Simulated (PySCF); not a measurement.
Species: `C[N](C=O)[GeH2][AsH2]`. The columns A, B, C and D hold Mulliken, IAO, Hirshfeld and ESP-fitted charges (e) of one PBE0/pcSseg-1 density (PySCF), in a shuffled order. Coordinates in Å (PBE0-D3(BJ)/def2-SVP); the density's dipole moment is (-1.35, -3.15, -1.84) D.

```
atom       x       y       z       A       B       C       D
  C1  -1.351  -0.905  -0.766  -0.050  -0.370  -0.299  -0.062
  N2  -0.639   0.015   0.088  -0.846  -0.224  -0.395  -0.137
  C3  -0.829   1.351   0.032  +0.456  +0.415  +0.300  +0.123
  O4  -0.217   2.137   0.732  -0.456  -0.504  -0.493  -0.276
 Ge5   0.667  -0.482   1.357  +0.522  +0.376  +0.544  +0.312
 As6   2.692   0.782   0.969  -0.198  -0.119  +0.020  +0.056
  H7  -2.039  -0.346  -1.420  +0.113  +0.140  +0.147  +0.051
  H8  -0.665  -1.477  -1.412  +0.125  +0.138  +0.145  +0.045
  H9  -1.950  -1.624  -0.184  +0.125  +0.148  +0.145  +0.045
 H10  -1.593   1.681  -0.714  +0.087  +0.050  +0.104  +0.048
 H11   0.087  -0.220   2.756  +0.021  -0.043  -0.074  -0.063
 H12   0.803  -2.001   1.119  -0.013  -0.080  -0.096  -0.073
 H13   2.347   0.907  -0.510  +0.066  +0.058  -0.012  -0.028
 H14   3.516  -0.483   0.712  +0.049  +0.015  -0.036  -0.041
```

**Question.** Which column most likely holds the ESP-fitted charges?

**Answer.** B. Σ q r misses the density's dipole by 0.03 D (B), 1.00 D (C), 1.66 D (A), 1.96 D (D). Charges fitted to the outside potential are the only set here that is tied to the molecule's multipoles.

**Question.** And the Hirshfeld charges?

**Answer.** D. The mean sizes are 0.097 e (D), 0.191 e (B), 0.201 e (C), 0.223 e (A), and Hirshfeld charges are commonly the smallest of these schemes.

As computed, A = Mulliken, B = ESP-fitted, C = IAO, D = Hirshfeld. Hydrogens on carbon: Mulliken +0.09 to +0.12, ESP-fitted +0.05 to +0.15, IAO +0.10 to +0.15, Hirshfeld +0.05 to +0.05 e.

The Mulliken scheme gives each basis function's population to the atom it is centred on and halves the overlap population of two atoms between them. The Hirshfeld scheme divides the density at each point in proportion to the densities of the neutral, spherically averaged free atoms.

The structure is a single PBE0-D3(BJ)/def2-SVP conformer in the gas phase; no vibrational or solvent corrections. The calculation is non-relativistic, for germanium and arsenic too.

Conformer computed: `[CH3:1][N:2]([CH:3]=[O:4])[GeH2:5][AsH2:6]`: C1–N2–C3–O4 -179°, C1–N2–Ge5–As6 127°, H–As6–Ge5–N2 -28°, H–As6–Ge5–N2 -119°.
